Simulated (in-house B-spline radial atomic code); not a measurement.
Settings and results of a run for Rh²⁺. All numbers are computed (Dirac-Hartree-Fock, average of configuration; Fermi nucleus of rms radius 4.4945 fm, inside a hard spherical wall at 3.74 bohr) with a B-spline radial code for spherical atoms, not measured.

Command:
```bash
python run_scf.py task.json out
```
Settings (nuclear radius in fm, mass in u):
```
Z                45
configuration    [Kr] 4d7
hamiltonian      dirac
method           hf
spin_polarised   False
nucleus          fermi
rms_radius       4.4945
atomic_mass      102.90549
speed_of_light   137.035999084
wall_radius      3.74
```

Output (hartree, bohr):
```
 radial grid: 61 intervals, B-splines of order 8, outer radius 3.74 bohr

 iter        energy (Eh)    residual
    1       -4777.489922    5.49e-01
    2       -4780.393158    1.87e-01
    3       -4781.636270    4.55e-02
    4       -4781.703099    1.18e-02
    5       -4781.705815    4.82e-03
    6       -4781.706836    4.33e-04
    7       -4781.706839    1.02e-04
    8       -4781.706839    7.20e-06
    9       -4781.706839    7.27e-07
   10       -4781.706839    3.90e-08

 total energy                     -4781.70684
 kinetic                            4986.6080
 electron-nucleus                 -11550.9631
 electron-electron                  1782.6483

 first-order corrections (not in the total)
   Gaunt                             3.4197
   retardation                      -0.3433
   frequency dependence             -0.0244
   self-energy                       2.3034
   Uehling                          -0.2769
   Wichmann-Kroll                    0.0047

 orbital      occ     eigenvalue          <r>       <r^2>       <1/r>       <r^4>       r_max    small
 1s1/2      2.000      -859.1475    0.0326185  0.00143736     47.0547 5.37135e-06     0.02118  2.71e-02
 2s1/2      2.000      -128.1492     0.141302   0.0236052     10.8144 0.000964575      0.1197  5.65e-03
 2p1/2      2.000      -118.3114     0.120394   0.0178029     10.7565 0.000639532     0.09304  5.63e-03
 2p3/2      4.000      -112.9676     0.125218   0.0191316     10.1687 0.000727622     0.09708  5.42e-03
 3s1/2      2.000       -24.7835      0.38814    0.172441     3.76356   0.0456726      0.3505  1.57e-03
 3p1/2      2.000       -20.8837     0.381468    0.169179     3.65814   0.0462053       0.338  1.51e-03
 3p3/2      4.000       -19.9330     0.391725    0.178202      3.5192   0.0511494      0.3473  1.45e-03
 3d3/2      4.000       -13.0844     0.367406    0.161133     3.33156   0.0490382      0.2904  1.33e-03
 3d5/2      6.000       -12.8996     0.370805     0.16398     3.29507   0.0506746      0.2931  1.31e-03
 4s1/2      2.000        -4.4371     0.987006     1.10221     1.38082     1.82899      0.8838  3.57e-04
 4p1/2      2.000        -3.1612      1.06449     1.29444     1.26398     2.61978      0.9308  3.08e-04
 4p3/2      4.000        -3.0100      1.09205     1.36198     1.22445      2.8968      0.9541  2.96e-04
 4d3/2      2.800        -1.1436      1.38294     2.22266    0.943254     8.04571       1.125  1.87e-04
 4d5/2      4.200        -1.1266      1.39548       2.261    0.933017     8.29163       1.137  1.83e-04
```

Run time, properties included: 1 s on 1 thread of Arm Neoverse N1 (shared host).

For the Dirac Hamiltonian the kinetic term is c α·p + (β - 1)c².
